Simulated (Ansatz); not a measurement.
Abridged output of a molecular run in Ansatz:

```
Functional definition: HF
1918 factors; integrals over basis functions are off by at most 8.2e-4 eV
mean field evaluation 1: about -36181.5433 eV, gradient 3.8e1 eV
mean field evaluation 2: about -36181.8366 eV, gradient 3.8e1 eV
mean field evaluation 4: about -36185.8037 eV, gradient 4.0e0 eV
mean field evaluation 8: about -36185.8675 eV, gradient 2.8e-1 eV
mean field -36185.86796448 eV, -1329.8061200324 hartree, gradient 2.2e-6 eV, S^2 0.000000; 0 other end points of the search recorded, 0 dependent functions left out
18 core orbitals not correlated: weight in the atoms' cores, before any rotation towards them, 1.000 or more for the frozen orbitals, at most 0.000 for the correlated occupied ones
reference -36185.86796448 eV, -1329.8061200324 hartree; 19, 19 occupied and 294, 294 virtual orbitals, 1918 factors
second order -27.97355700 eV of doubles, -0.00000000 eV of singles
cycle   1  -29.16046890 eV  change    -1.2e0 eV  update   1.0e-1
cycle   2  -29.84428272 eV  change   -6.8e-1 eV  update   2.9e-2
cycle   3  -29.95392808 eV  change   -1.1e-1 eV  update   1.3e-2
cycle   4  -29.94432055 eV  change    9.6e-3 eV  update   2.8e-3
cycle   5  -29.94386403 eV  change    4.6e-4 eV  update   1.1e-3
cycle   6  -29.94398677 eV  change   -1.2e-4 eV  update   3.2e-4
cycle   7  -29.94387148 eV  change    1.2e-4 eV  update   1.4e-4
cycle   8  -29.94386248 eV  change    9.0e-6 eV  update   4.2e-5
perturbative correction -1.22102388 eV, -0.0448717999 hartree
Total energy: -36217.03285084 eV, -1330.9514084818 hartree
```

Its atoms:

```xyz
14

C     0.407    1.326    1.615
B     0.512    0.023    0.719
Cl   -0.314   -1.462    1.489
Cl    2.244   -0.359    0.177
N    -0.300    0.225   -0.674
Si   -0.618   -1.319   -1.601
H    -0.628    1.556    1.889
H     0.834    2.202    1.116
H     0.961    1.187    2.546
H    -1.186    0.673   -0.446
H     0.229    0.887   -1.238
H    -1.957   -1.790   -1.197
H    -0.656   -0.872   -3.017
H     0.473   -2.277   -1.379
```

Question: Which basis set was used?
A. def2-TZVPPD
B. def2-QZVPP
C. def2-TZVPP
D. def2-SVP

Answer: C. It gives 331 functions.

Question: Write the keys of the input that set method, charge and spin (a neutral closed shell needs none for the last two).

Answer: 
```yaml
correlation: {method: ccsd_t}
```
